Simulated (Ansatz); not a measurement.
`N#[C][In]([F])[Cl]` + `Cc1ccc[nH]1` → `[CH3][In]([F])[Cl]` + `N#Cc1ccc[nH]1` at 700 K and 1 bar (formal exchange of groups at the In–C bond).

Calculated with Ansatz (gas phase, PBE0-D4/def2-TZVP geometries, no zero-point term in ΔE). CCSD(T)/CBS adds triple-zeta CCSD(T) − MP2 to the extrapolated MP2 energy (def2 sets, frozen cores). def2 core potentials past Kr. For In outer-core shells are correlated without core-valence functions, which leaves a few kJ/mol of doubt a bond.

```
             species  CCSD(T)/CBS energy (Eh)  H − E (kJ/mol)  S (J/(mol·K))
`N#[C][In]([F])[Cl]`               -842.19796            85.7          442.3
       `Cc1ccc[nH]1`               -249.16948           366.6          432.1
`[CH3][In]([F])[Cl]`               -789.33016           163.8          455.0
     `N#Cc1ccc[nH]1`               -302.04267           287.8          427.8
```

H − E and S are ideal-gas, rigid-rotor, harmonic terms from PBE0-D4/def2-TZVP, for one conformer and one mirror image of each species. 1 Eh = 2625.50 kJ/mol, R = 8.31446 J/(mol·K).

Question: By hand: ΔE, ΔH, ΔS and ΔG.

Answer: ΔE = (-789.33016) + (-302.04267) − (-842.19796) − (-249.16948) = -0.00539 Eh = -14.2 kJ/mol. Δ(H − E) = 163.8 + 287.8 − 85.7 − 366.6 = -0.7, so ΔH = -14.9 kJ/mol. ΔS = 455.0 + 427.8 − 442.3 − 432.1 = 8.4 J/(mol·K). ΔG = -14.9 − 700 × (8.4)/1000 = -20.8 kJ/mol.

Question: By hand: the equilibrium constant, and the temperature at which ΔG would vanish if ΔH and ΔS stayed fixed.

Answer: log₁₀ K = −ΔG/(RT ln 10) = 1.6. ΔH and −TΔS have one sign here, so there is no such temperature.

TΔS isn't small against ΔH here. A doubt of 5 kJ/mol in ΔE shifts log₁₀ K by 0.4 here. Other conformers and mirror images would add mixing entropy, several J/(mol·K) or more a flexible species. Modes under 60 cm⁻¹, often nearly free rotors, make the harmonic entropy too high. These are equilibria of isolated gas molecules and say nothing of rates. Largest T1 diagnostic: 0.016 (customary marks: 0.02 for closed shells, 0.045 for open ones).

ΔS is within the doubt of such terms, so its sign, and with it that verdict, could turn.
